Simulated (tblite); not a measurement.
Record of a relaxation.

Species: C5H12Si3.
SMILES with atom numbers: `[CH:1]#[C:2][Si@@:3]([CH3:4])([SiH3:5])[SiH2:6][CH:7]=[CH2:8]` (hydrogens: H9 on C1; H10, H11, H12 on C4; H13, H14, H15 on Si5; H16, H17 on Si6; H18 on C7; H19, H20 on C8)

Computed with GFN2-xTB (tblite), gas phase: L-BFGS steps from a force-field or distance-geometry start until the largest atomic force falls under 0.01 eV/Å. 4 of its 186 geometries are shown.

Step 0: E = -594.2742 eV, largest atomic force 2.324 eV/Å
```
atom  x, y, z in Å  |  force x, y, z in eV/Å
C1      2.510    1.484   -0.319   -0.801  -0.250  -0.059
C2      1.351    1.113   -0.356    2.179   0.807   0.029
Si3    -0.370    0.527   -0.417   -0.239   0.664  -0.353
C4     -1.428    2.079   -0.588   -0.745   0.588   0.450
Si5    -0.751   -0.820   -2.151   -0.292  -0.493  -1.287
Si6    -0.944   -0.589    1.429   -0.844   0.568   0.972
C7      0.559   -1.448    2.044    0.777  -0.787   0.777
C8      1.671   -1.615    1.341   -0.334  -0.071   0.151
H9      3.526    1.803   -0.294   -0.445  -0.123   0.003
H10    -2.336    1.920   -1.196    0.519   0.088   0.192
H11    -1.790    2.328    0.434    0.256   0.268  -0.755
H12    -0.861    2.918   -1.008   -0.378  -0.211   0.249
H13     0.480   -1.193   -2.822    0.141  -0.212  -0.168
H14    -1.603   -0.190   -3.181    0.058  -0.232   0.128
H15    -1.400   -2.026   -1.620   -0.016  -0.053  -0.211
H16    -1.358    0.439    2.426   -0.065  -0.419   0.038
H17    -2.044   -1.510    1.159   -0.122  -0.152   0.174
H18     0.526   -1.850    3.057    0.057   0.046  -0.130
H19     2.542   -2.127    1.715    0.008   0.020   0.011
H20     1.712   -1.233    0.341    0.287  -0.046  -0.213
```

Step 62: E = -594.7420 eV, largest atomic force 0.039 eV/Å
```
atom  x, y, z in Å  |  force x, y, z in eV/Å
C1      2.424    1.607   -0.416   -0.005   0.000   0.000
C2      1.301    1.175   -0.404   -0.001   0.020  -0.007
Si3    -0.435    0.502   -0.437   -0.015   0.012  -0.012
C4     -1.522    2.072   -0.611    0.006   0.002  -0.007
Si5    -0.643   -0.742   -2.400   -0.008  -0.024   0.004
Si6    -0.874   -0.484    1.634    0.009  -0.001   0.002
C7      0.567   -1.550    2.215   -0.002   0.021  -0.004
C8      1.635   -1.847    1.492   -0.023  -0.030  -0.008
H9      3.404    1.990   -0.424    0.023  -0.001   0.012
H10    -2.539    1.811   -0.893   -0.006   0.001   0.019
H11    -1.571    2.638    0.315    0.005  -0.001   0.014
H12    -1.129    2.736   -1.376   -0.009   0.001  -0.019
H13     0.631   -1.049   -3.055    0.000  -0.001   0.030
H14    -1.462   -0.056   -3.406   -0.006  -0.019   0.008
H15    -1.295   -2.028   -2.123    0.010   0.017  -0.013
H16    -1.139    0.478    2.719    0.003   0.000  -0.006
H17    -2.065   -1.353    1.593    0.011  -0.005  -0.012
H18     0.512   -1.939    3.225   -0.001  -0.004  -0.006
H19     2.441   -2.458    1.871    0.000  -0.004  -0.012
H20     1.755   -1.493    0.479    0.009   0.015   0.016
```

Step 123: E = -594.7560 eV, largest atomic force 0.018 eV/Å
```
atom  x, y, z in Å  |  force x, y, z in eV/Å
C1      2.420    1.694   -0.369   -0.009  -0.005   0.003
C2      1.294    1.268   -0.388    0.009   0.003  -0.002
Si3    -0.428    0.559   -0.424    0.000   0.006  -0.007
C4     -1.545    2.102   -0.626   -0.011  -0.005  -0.014
Si5    -0.581   -0.795   -2.318   -0.008  -0.008   0.007
Si6    -0.864   -0.431    1.644   -0.001  -0.010   0.007
C7      0.522   -1.613    2.126    0.000  -0.002   0.001
C8      1.588   -1.877    1.389   -0.003  -0.003   0.001
H9      3.401    2.075   -0.351    0.000   0.004   0.000
H10    -2.596    1.830   -0.580    0.004   0.000   0.000
H11    -1.359    2.834    0.154   -0.005  -0.001   0.010
H12    -1.374    2.592   -1.581    0.001   0.006   0.001
H13     0.728   -1.123   -2.885    0.002  -0.003  -0.003
H14    -1.370   -0.199   -3.401    0.005   0.004   0.000
H15    -1.227   -2.070   -1.986    0.006   0.005   0.003
H16    -1.051    0.491    2.776    0.013   0.007  -0.004
H17    -2.101   -1.235    1.598    0.005   0.004  -0.001
H18     0.428   -2.116    3.082   -0.007   0.001   0.000
H19     2.358   -2.566    1.707    0.000  -0.003  -0.006
H20     1.751   -1.409    0.431   -0.001   0.001   0.004
```

Step 185: E = -594.7653 eV, largest atomic force 0.010 eV/Å
```
atom  x, y, z in Å  |  force x, y, z in eV/Å
C1      2.368    1.947   -0.347   -0.003  -0.002  -0.002
C2      1.272    1.450   -0.374    0.004   0.002   0.002
Si3    -0.395    0.617   -0.388   -0.002   0.002   0.008
C4     -1.632    2.047   -0.687    0.002   0.002   0.003
Si5    -0.437   -0.860   -2.192   -0.004   0.004  -0.005
Si6    -0.729   -0.272    1.746    0.002  -0.001  -0.008
C7      0.391   -1.771    1.977   -0.010   0.002  -0.002
C8      1.455   -2.037    1.238   -0.004  -0.001  -0.004
H9      3.322    2.392   -0.327   -0.006   0.001  -0.004
H10    -2.657    1.685   -0.682    0.007  -0.003   0.004
H11    -1.550    2.812    0.080   -0.003   0.000   0.006
H12    -1.459    2.528   -1.646    0.004   0.002  -0.003
H13     0.902   -1.222   -2.661    0.007   0.002  -0.003
H14    -1.162   -0.337   -3.355    0.003  -0.005  -0.003
H15    -1.100   -2.113   -1.812   -0.002  -0.004   0.004
H16    -0.468    0.642    2.870    0.000  -0.001   0.001
H17    -2.111   -0.747    1.946    0.001   0.002  -0.002
H18     0.141   -2.456    2.779    0.006   0.001   0.003
H19     2.080   -2.902    1.405    0.001  -0.002   0.002
H20     1.760   -1.393    0.427   -0.002   0.000   0.003
```

Q: Summarise the path.

A: The energy falls by 0.4911 eV from step 0 to step 185; nine tenths of that is first reached at step 35. It falls at every step. The largest force goes from 2.324 to 0.010 eV/Å. Among the bonds Si3–Si5 changes most, from 2.229 to 2.333 Å; the atoms move by 0.618 Å rms after alignment.

Q: Follow the three bonds and two angles with the largest change from start to end.

A: 
```json
{"step": "0", "E above end (eV)": "0.4911", "largest force (eV/Å)": "2.324", "Si3–Si5 (Å)": "2.229", "Si3–Si6 (Å)": "2.233", "Si6–C7 (Å)": "1.837", "Si5–Si3–Si6 (°)": "107.3", "Si3–Si6–H16 (°)": "106.3"}
{"step": "8", "E above end (eV)": "0.1512", "largest force (eV/Å)": "0.431", "Si3–Si5 (Å)": "2.325", "Si3–Si6 (Å)": "2.330", "Si6–C7 (Å)": "1.895", "Si5–Si3–Si6 (°)": "109.2", "Si3–Si6–H16 (°)": "112.5"}
{"step": "16", "E above end (eV)": "0.0881", "largest force (eV/Å)": "0.165", "Si3–Si5 (Å)": "2.331", "Si3–Si6 (Å)": "2.341", "Si6–C7 (Å)": "1.887", "Si5–Si3–Si6 (°)": "109.9", "Si3–Si6–H16 (°)": "116.2"}
{"step": "24", "E above end (eV)": "0.0648", "largest force (eV/Å)": "0.108", "Si3–Si5 (Å)": "2.336", "Si3–Si6 (Å)": "2.338", "Si6–C7 (Å)": "1.885", "Si5–Si3–Si6 (°)": "112.3", "Si3–Si6–H16 (°)": "118.9"}
{"step": "32", "E above end (eV)": "0.0522", "largest force (eV/Å)": "0.136", "Si3–Si5 (Å)": "2.333", "Si3–Si6 (Å)": "2.329", "Si6–C7 (Å)": "1.884", "Si5–Si3–Si6 (°)": "114.1", "Si3–Si6–H16 (°)": "117.5"}
{"step": "40", "E above end (eV)": "0.0448", "largest force (eV/Å)": "0.097", "Si3–Si5 (Å)": "2.337", "Si3–Si6 (Å)": "2.336", "Si6–C7 (Å)": "1.886", "Si5–Si3–Si6 (°)": "114.5", "Si3–Si6–H16 (°)": "115.1"}
{"step": "48", "E above end (eV)": "0.0383", "largest force (eV/Å)": "0.137", "Si3–Si5 (Å)": "2.331", "Si3–Si6 (Å)": "2.339", "Si6–C7 (Å)": "1.878", "Si5–Si3–Si6 (°)": "116.0", "Si3–Si6–H16 (°)": "114.6"}
{"step": "56", "E above end (eV)": "0.0266", "largest force (eV/Å)": "0.174", "Si3–Si5 (Å)": "2.334", "Si3–Si6 (Å)": "2.339", "Si6–C7 (Å)": "1.883", "Si5–Si3–Si6 (°)": "118.9", "Si3–Si6–H16 (°)": "114.5"}
{"step": "64", "E above end (eV)": "0.0228", "largest force (eV/Å)": "0.054", "Si3–Si5 (Å)": "2.335", "Si3–Si6 (Å)": "2.337", "Si6–C7 (Å)": "1.883", "Si5–Si3–Si6 (°)": "120.5", "Si3–Si6–H16 (°)": "114.0"}
{"step": "72", "E above end (eV)": "0.0195", "largest force (eV/Å)": "0.041", "Si3–Si5 (Å)": "2.334", "Si3–Si6 (Å)": "2.335", "Si6–C7 (Å)": "1.884", "Si5–Si3–Si6 (°)": "120.5", "Si3–Si6–H16 (°)": "114.4"}
{"step": "80", "E above end (eV)": "0.0171", "largest force (eV/Å)": "0.054", "Si3–Si5 (Å)": "2.334", "Si3–Si6 (Å)": "2.333", "Si6–C7 (Å)": "1.883", "Si5–Si3–Si6 (°)": "119.7", "Si3–Si6–H16 (°)": "114.9"}
{"step": "88", "E above end (eV)": "0.0142", "largest force (eV/Å)": "0.029", "Si3–Si5 (Å)": "2.332", "Si3–Si6 (Å)": "2.334", "Si6–C7 (Å)": "1.883", "Si5–Si3–Si6 (°)": "119.1", "Si3–Si6–H16 (°)": "114.4"}
{"step": "97", "E above end (eV)": "0.0130", "largest force (eV/Å)": "0.020", "Si3–Si5 (Å)": "2.333", "Si3–Si6 (Å)": "2.334", "Si6–C7 (Å)": "1.884", "Si5–Si3–Si6 (°)": "118.7", "Si3–Si6–H16 (°)": "114.3"}
{"step": "105", "E above end (eV)": "0.0119", "largest force (eV/Å)": "0.080", "Si3–Si5 (Å)": "2.333", "Si3–Si6 (Å)": "2.334", "Si6–C7 (Å)": "1.884", "Si5–Si3–Si6 (°)": "118.0", "Si3–Si6–H16 (°)": "114.8"}
{"step": "113", "E above end (eV)": "0.0104", "largest force (eV/Å)": "0.041", "Si3–Si5 (Å)": "2.333", "Si3–Si6 (Å)": "2.334", "Si6–C7 (Å)": "1.884", "Si5–Si3–Si6 (°)": "117.5", "Si3–Si6–H16 (°)": "115.7"}
{"step": "121", "E above end (eV)": "0.0095", "largest force (eV/Å)": "0.027", "Si3–Si5 (Å)": "2.333", "Si3–Si6 (Å)": "2.334", "Si6–C7 (Å)": "1.885", "Si5–Si3–Si6 (°)": "117.5", "Si3–Si6–H16 (°)": "116.0"}
{"step": "129", "E above end (eV)": "0.0091", "largest force (eV/Å)": "0.026", "Si3–Si5 (Å)": "2.333", "Si3–Si6 (Å)": "2.335", "Si6–C7 (Å)": "1.884", "Si5–Si3–Si6 (°)": "117.6", "Si3–Si6–H16 (°)": "115.7"}
{"step": "137", "E above end (eV)": "0.0081", "largest force (eV/Å)": "0.041", "Si3–Si5 (Å)": "2.332", "Si3–Si6 (Å)": "2.335", "Si6–C7 (Å)": "1.884", "Si5–Si3–Si6 (°)": "117.2", "Si3–Si6–H16 (°)": "115.2"}
{"step": "145", "E above end (eV)": "0.0040", "largest force (eV/Å)": "0.114", "Si3–Si5 (Å)": "2.334", "Si3–Si6 (Å)": "2.339", "Si6–C7 (Å)": "1.886", "Si5–Si3–Si6 (°)": "117.2", "Si3–Si6–H16 (°)": "115.3"}
{"step": "153", "E above end (eV)": "0.0017", "largest force (eV/Å)": "0.020", "Si3–Si5 (Å)": "2.332", "Si3–Si6 (Å)": "2.334", "Si6–C7 (Å)": "1.885", "Si5–Si3–Si6 (°)": "117.7", "Si3–Si6–H16 (°)": "115.6"}
{"step": "161", "E above end (eV)": "0.0011", "largest force (eV/Å)": "0.020", "Si3–Si5 (Å)": "2.333", "Si3–Si6 (Å)": "2.335", "Si6–C7 (Å)": "1.885", "Si5–Si3–Si6 (°)": "117.6", "Si3–Si6–H16 (°)": "115.7"}
{"step": "169", "E above end (eV)": "0.0006", "largest force (eV/Å)": "0.015", "Si3–Si5 (Å)": "2.333", "Si3–Si6 (Å)": "2.335", "Si6–C7 (Å)": "1.885", "Si5–Si3–Si6 (°)": "117.9", "Si3–Si6–H16 (°)": "115.7"}
{"step": "177", "E above end (eV)": "0.0003", "largest force (eV/Å)": "0.014", "Si3–Si5 (Å)": "2.333", "Si3–Si6 (Å)": "2.335", "Si6–C7 (Å)": "1.885", "Si5–Si3–Si6 (°)": "118.0", "Si3–Si6–H16 (°)": "115.7"}
{"step": "185", "E above end (eV)": "0.0000", "largest force (eV/Å)": "0.010", "Si3–Si5 (Å)": "2.333", "Si3–Si6 (Å)": "2.335", "Si6–C7 (Å)": "1.885", "Si5–Si3–Si6 (°)": "117.6", "Si3–Si6–H16 (°)": "115.9"}
```

What follows is the cost of the whole relaxation. On Arm Neoverse N1, one thread (shared host), this took 3.5 s wall.
